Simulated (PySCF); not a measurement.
CH₃O (SMILES C[O-]), charge -1, singlet, at a GFN2-xTB geometry; DF-HF/aug-cc-pVTZ in PySCF.

The PySCF input:
```python
from pyscf import gto, scf

mol = gto.M(
    atom='''
C    -0.02331881    0.51924115   -0.01539977
O     0.03468978   -0.77243926    0.02290917
H    -1.08639489    0.97405626   -0.04951263
H     0.45655976    1.07094605    0.88097598
H     0.49222972    1.01906489   -0.92233812
''',
    basis='aug-cc-pvtz',
    charge=-1,
    verbose=5,
)

mf = scf.RHF(mol)
mf = mf.density_fit(auxbasis='def2-universal-jkfit')
mf.kernel()
```

What the program printed (banner, timings and long lists left out):

```
PySCF version 2.14.0

[INPUT] verbose = 5
[INPUT] max_memory = 4000
[INPUT] num. atoms = 5
[INPUT] num. electrons = 18
[INPUT] charge = -1
[INPUT] spin (= nelec alpha-beta = 2S) = 0
[INPUT] symmetry False subgroup None
[INPUT] Mole.unit = angstrom
[INPUT] Symbol           X                Y                Z      unit          X                Y                Z       unit  Magmom
[...]
[INPUT] ---------------- BASIS SET ----------------
[INPUT] l, kappa, [nprim/nctr], expnt,             c_1 c_2 ...
[INPUT] C
[...]
                                1235              0.004108 -0.000878
                                280.8             0.021087 -0.00454
                                79.27             0.081853 -0.018133
                                25.59             0.234817 -0.05576
                                8.997             0.434401 -0.126895
                                3.319             0.346129 -0.170352
                                0.3643            -0.008983 0.598684
[...]
                                4.133             0.086866
                                1.2               0.290216
[...]
[INPUT] O
[...]
                                2299              0.003929 -0.000895
                                522.4             0.020243 -0.004636
                                147.3             0.079181 -0.018724
                                47.55             0.230687 -0.058463
                                16.76             0.433118 -0.136463
                                6.207             0.35026 -0.17574
                                0.6882            -0.008154 0.603418
[...]
                                7.749             0.09974
                                2.28              0.310492
[...]
[INPUT] H
[...]
                                5.095             0.045308
                                1.159             0.202822
[...]
nuclear repulsion = 34.8661286355818
number of shells = 53
number of NR pGTOs = 191
number of NR cGTOs = 161
basis = aug-cc-pvtz
ecp = {}

******** <class 'pyscf.df.df_jk.DFRHF'> ********
method = DFRHF
initial guess = minao
damping factor = 0
level_shift factor = 0
DIIS = <class 'pyscf.scf.diis.CDIIS'>
diis_start_cycle = 1
diis_space = 8
diis_damp = 0
SCF conv_tol = 1e-09
SCF conv_tol_grad = None
SCF max_cycles = 50
direct_scf = False
Set gradient conv threshold to 3.16228e-05
Initial guess from minao.
******** <class 'pyscf.df.df.DF'> ********
auxbasis = def2-universal-jkfit
num shells = 68, num cGTOs = 206
size of aux basis 206
int3c2e [1/1], AO [0:53], nrow = 13041
E1 = -224.1385400164427  E2 = 74.88721367048723  Ecoul = 89.0504929360393  Exc = -14.163279265552077
init E= -114.385197710374
cond(S) = 116785.09656347733
[...]
  mo_energy =
[-20.74882061 -11.31428343  -1.65463491  -0.99897922  -0.57746786
  -0.57746786  -0.57679109  -0.30377783  -0.30377783   0.0267564
   0.04993667   0.04993667   0.06530183   0.12042037   0.12042037
   0.12242197   0.1561256    0.17594727   0.17594727   0.2102151
   0.2102151    0.21769799   0.29628942   0.29628942   0.29916387
   0.33474757   0.33474757   0.35126257   0.35135855   0.37130336
   0.37130336   0.39232986   0.42111554   0.42111554   0.42812829
   0.47821439   0.48780707   0.48780708   0.63286246   0.63286246
   0.64061782   0.71493138   0.73761568   0.73761568   0.81210626
   0.81210626   0.82982165   0.82982165   0.88465969   0.88473182
   0.91915714   0.91915714   0.92890587   0.95640892   0.95640892
   1.0119706    1.01989378   1.03902696   1.03902696   1.06303648
   1.11608078   1.11608079   1.16621928   1.16621928   1.18799708
   1.20525379   1.20525379   1.31895149   1.39553092   1.39553092
   1.45757337   1.48749777   1.48749777   1.55157404   1.60628595
   1.62473906   1.62473906   1.66054332   1.66054332   1.6698628
   1.80992893   1.84715547   1.84715547   1.95131589   1.9513159
   1.97034613   2.09243      2.09243      2.147596     2.32706283
   2.32706283   2.35384241   2.37956622   2.44991879   2.44991879
   2.45237205   2.72231186   2.76644101   2.76644101   2.87718185
   2.87718185   2.99185478   3.06302819   3.22660022   3.22660023
   3.45492986   3.50697991   3.50697991   3.52268273   3.58550214
   3.58550214   3.74299658   3.74299658   3.80815674   3.91418683
   3.91418684   4.03568649   4.03568649   4.04013032   4.09307035
   4.09307035   4.15746616   4.25839168   4.31546018   4.31546019
   4.5324879    4.62163666   4.62163667   4.67381756   4.7113208
   4.7113208    4.84732057   4.88939831   4.88939831   5.05731262
   5.16425633   5.22408532   5.22408533   5.2441935    5.51961558
   5.51961559   5.55388636   5.89048876   5.89048877   6.12448128
   6.48675917   6.48675918   6.49829924   6.50586576   6.84590127
   6.84590127   7.07736167   7.07736167   7.11626484   7.11626484
   7.26316976   7.56481261   7.60531803   7.60531803  14.30204744
  16.42227041]
E1 = -233.0678684994022  E2 = 83.87164385333688  Ecoul = 98.85006582612908  Exc = -14.978421972792205
cycle= 1 E= -114.330096010483  delta_E= 0.0551  |g|= 0.759  |ddm|= 1.32
[...]
  mo_energy =
[-19.66748643 -11.04403333  -0.85101746  -0.57763232  -0.31533855
  -0.31533855  -0.11208894   0.05971934   0.05971934   0.14075062
   0.15341755   0.15341755   0.21869552   0.26137192   0.26137192
   0.28534474   0.34931679   0.36139178   0.36139178   0.39349768
   0.39349768   0.4361332    0.47214832   0.47214832   0.48517808
   0.51067626   0.51067626   0.51488708   0.55470686   0.58777631
   0.58777631   0.60543544   0.63108179   0.63108179   0.63118248
   0.7453273    0.7453273    0.7993951    0.87841504   0.87841504
   0.95426187   0.98343737   0.98343737   1.00035021   1.04782953
   1.04782953   1.07450308   1.12839917   1.14102108   1.14102108
   1.16583363   1.16583363   1.21847172   1.21847172   1.24084319
   1.25097054   1.25097054   1.25366525   1.27280482   1.37322855
   1.38100754   1.38100754   1.4034107    1.4034107    1.44848784
   1.45493999   1.45494      1.59206677   1.72436363   1.72436363
[...]
   2.07996711   2.12653438   2.12653438   2.20956505   2.20956506
   2.25158501   2.36096475   2.36096475   2.47242242   2.72028584
   2.72028584   2.72459806   2.73182696   2.81502467   2.8282768
   2.8282768    3.05357761   3.12631529   3.12631529   3.22654489
   3.22654489   3.30349068   3.37791927   3.53653671   3.53653672
   3.74719477   3.80588013   3.80588013   3.82988697   3.87961384
   3.87961384   4.03290874   4.03290874   4.14625695   4.21970259
   4.21970259   4.31994025   4.3221308    4.3221308    4.41747927
   4.41747927   4.46312903   4.58581894   4.64307651   4.64307651
   4.84148034   4.91203276   4.91203276   4.96851873   5.07297038
   5.07297038   5.12096652   5.16675043   5.16675044   5.38872492
   5.46271363   5.54868945   5.57601746   5.57601746   5.82131153
   5.82131154   5.85082794   6.19930342   6.19930343   6.54912165
   6.79612772   6.79612772   6.98245241   6.98988376   7.30776994
   7.30776994   7.53144576   7.53144576   7.61474881   7.61474881
   7.71104989   8.05033112   8.09284303   8.09284303  14.76377072
  16.69576201]
E1 = -230.5136394577857  E2 = 81.19370482582522  Ecoul = 95.85445705491867  Exc = -14.660752229093447
cycle= 8 E= -114.453805996379  delta_E= -2.24e-08  |g|= 3.49e-05  |ddm|= 0.000654
[...]
  mo_energy =
[-20.20395757 -11.04131523  -1.02349119  -0.60998647  -0.33974404
  -0.33974404  -0.29509498  -0.10488502  -0.10488502   0.14589934
   0.15669744   0.15669744   0.2167701    0.26212453   0.26212453
   0.28935094   0.33645209   0.35183408   0.35183408   0.39961857
   0.39961857   0.43509517   0.4735623    0.4735623    0.48901754
   0.51365123   0.51365123   0.51937209   0.55561118   0.57643286
   0.57643286   0.60459063   0.61515814   0.63270344   0.63270344
   0.72339347   0.72339347   0.77826      0.87266187   0.87266187
   0.94044275   0.96951775   0.9739054    0.9739054    1.04733451
   1.04733451   1.08811644   1.11762972   1.11762972   1.12662905
   1.14463126   1.14463126   1.19875081   1.19875081   1.22078298
   1.25048947   1.25328594   1.25328594   1.2800718    1.2920886
   1.38255064   1.38255064   1.38443891   1.38443891   1.43045936
   1.43745634   1.43745634   1.57221436   1.68141732   1.68141732
   1.74054712   1.75603387   1.75603387   1.80122889   1.871648
   1.89010386   1.89010386   1.94709213   1.94709213   1.96445371
   2.07996516   2.12653183   2.12653183   2.20956279   2.20956279
   2.25158235   2.3609628    2.36096281   2.47241915   2.72028276
   2.72028276   2.72459454   2.73182443   2.81502063   2.82827237
   2.82827237   3.05357407   3.12631253   3.12631253   3.22654223
   3.22654223   3.30348744   3.37791611   3.53653286   3.53653286
   3.74719102   3.80587432   3.80587433   3.82988264   3.87960948
   3.87960949   4.03290451   4.03290451   4.14625302   4.21969938
   4.21969938   4.31993605   4.32212711   4.32212711   4.41747553
   4.41747553   4.46312503   4.5858149    4.64307357   4.64307358
   4.84147492   4.91202827   4.91202828   4.96851509   5.0729672
   5.0729672    5.12096351   5.1667475    5.1667475    5.3887198
   5.46271002   5.54868616   5.57601429   5.57601429   5.8213066
   5.82130661   5.85082336   6.19929868   6.19929868   6.54911854
   6.79612261   6.79612261   6.98245182   6.98988318   7.30776663
   7.30776663   7.53144117   7.53144118   7.6147487    7.6147487
   7.7110455    8.0503272    8.0928407    8.0928407   14.76376993
  16.69575616]
E1 = -230.5137101031066  E2 = 81.19377547023096  Ecoul = 95.85453647864854  Exc = -14.66076100841758
cycle= 9 E= -114.453805997294  delta_E= -9.15e-10  |g|= 8.17e-06  |ddm|= 0.000114
[...]
  mo_energy =
[-20.20395275 -11.04131066  -1.02348842  -0.60998442  -0.33974255
  -0.33974255  -0.29509124  -0.1048835   -0.1048835    0.14589931
   0.1566974    0.1566974    0.21677019   0.26212452   0.26212452
   0.28935114   0.3364524    0.35183429   0.35183429   0.39961858
   0.39961858   0.43509545   0.4735624    0.4735624    0.48901766
   0.51365126   0.51365126   0.51937201   0.55561171   0.5764331
   0.5764331    0.60459104   0.61515833   0.63270381   0.63270381
   0.72339394   0.72339394   0.7782611    0.87266247   0.87266247
   0.94044421   0.96951844   0.97390599   0.97390599   1.04733488
   1.04733488   1.0881164    1.11763066   1.11763066   1.12662973
   1.14463147   1.14463147   1.19875131   1.19875131   1.22078402
   1.25048984   1.25328606   1.25328606   1.28007187   1.29209015
   1.38255066   1.38255066   1.38443958   1.38443958   1.43045999
   1.43745682   1.43745682   1.57221501   1.68141831   1.68141831
   1.74054843   1.75603479   1.75603479   1.80122937   1.87164888
   1.89010475   1.89010475   1.94709321   1.94709321   1.96445489
   2.07996579   2.12653298   2.12653299   2.20956348   2.20956348
   2.25158348   2.36096359   2.36096359   2.47242066   2.72028489
   2.72028489   2.7245963    2.73182587   2.81502279   2.82827435
   2.82827435   3.05357597   3.1263143    3.1263143    3.22654404
   3.22654404   3.30348886   3.37791801   3.53653436   3.53653436
   3.74719267   3.80587623   3.80587624   3.82988481   3.87961128
   3.87961128   4.03290639   4.03290639   4.14625504   4.21970066
   4.21970066   4.31993665   4.322128     4.322128     4.41747748
   4.41747748   4.4631266    4.58581664   4.64307512   4.64307512
   4.84147642   4.91202905   4.91202905   4.96851595   5.07296888
   5.07296888   5.12096371   5.1667478    5.16674781   5.38872142
   5.46271122   5.54868725   5.57601619   5.57601619   5.82130773
   5.82130774   5.85082442   6.19929985   6.19929986   6.54912163
   6.79612427   6.79612427   6.98245541   6.98988676   7.30776989
   7.30776989   7.53144431   7.53144431   7.61475265   7.61475265
   7.71104863   8.05033076   8.09284432   8.09284432  14.76377343
  16.6957596 ]
E1 = -230.51368333525295  E2 = 81.19374870234141  Ecoul = 95.85450644032385  Exc = -14.660757737982436
Extra cycle  E= -114.45380599733  delta_E= -3.59e-11  |g|= 3.92e-06  |ddm|= 1.45e-05
converged SCF energy = -114.45380599733
```
